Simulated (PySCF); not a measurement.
**Radial density of Zn²²⁺ (zinc, charge +22)**

UHF, [He] 2s2 2p4, high-spin 3P determinant. Calculation: PySCF 2.14, in an uncontracted even-tempered set (18 s from 4.6 bohr⁻², ratio 2.2; 11 p from 6 bohr⁻², ratio 2.2; 6 d from 30 bohr⁻², ratio 2.4; 5 f from 45 bohr⁻², ratio 2.4; 5 g from 68 bohr⁻², ratio 2.4); no relativity, point nucleus.

```
r (bohr)  4πr²ρ (e/bohr)  4πr²(ρα − ρβ)
0.000734          0.1192         0.0000
 0.00123          0.3273         0.0000
 0.00208          0.8803         0.0000
 0.00349           2.288         0.0002
 0.00588           5.611         0.0015
 0.00988           12.49         0.0100
  0.0166           23.61         0.0642
  0.0280           34.11         0.3667
  0.0470           32.69         1.6941
  0.0791           23.26         5.5058
   0.133           28.21        10.0560
   0.224           23.43         7.0893
   0.376           3.890         1.0283
   0.633         0.04379         0.0104
```
